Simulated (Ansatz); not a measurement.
Reactions of FH4InOSSi, SMILES `[F][In]([SH])[O][SiH3]`.

Computed with Ansatz on PBE0-D4/def2-TZVP structures; ΔE is electronic, products minus reactants. CCSD(T)/CBS is the MP2 limit (def2-TZVPP, def2-QZVPP) plus CCSD(T) − MP2 in def2-TZVPP, frozen cores. This one scheme is used for every species, atoms too. No spin–orbit coupling; open shells (•) take unrestricted orbitals. Spin–orbit coupling would lower the free atoms: a little for F, O, S, Si; strongly for In. Elements past krypton have def2 core potentials. Bonds to Ge, In are less sure, by a few kJ/mol each and by 10 to 20 or more in all where they break to atoms, as the def2 sets lack core-valence functions. Scalar relativity is left out up to krypton. Each species was taken in one conformer, which may not be the lowest.

Order these by ΔE at CCSD(T)/CBS, lowest first. (An estimate is asked.)
A. `[F][In]([SH])[O][SiH3]` + H₂O → `[OH][In]([F])[SH]` + silanol
B. `[F][In]([SH])[O][SiH3]` + silanol → `[F][In]([O][SiH3])[O][SiH3]` + H₂S
C. `[F][In]([SH])[O][SiH3]` + H₂S → `[F][In]([SH])[SH]` + silanol
D. `[F][In]([SH])[O][SiH3]` → F• + 4 H• + In• + O• + S• + Si•
E. `[F][In]([SH])[O][SiH3]` → `[OH][In]([F])[SH]` + `[SiH2]`
F. `[F][In]([SH])[O][SiH3]` + `[OH][GeH2][SiH3]` → `[SiH3][O][GeH2][SiH3]` + `[OH][In]([F])[SH]`

C (-46.7 kJ/mol), F (-3.7 kJ/mol), A (+18.6 kJ/mol), B (+56.2 kJ/mol), E (+336.0 kJ/mol), D (+2820.7 kJ/mol).

Largest T1 diagnostic: 0.016, for `[OH][In]([F])[SH]`.
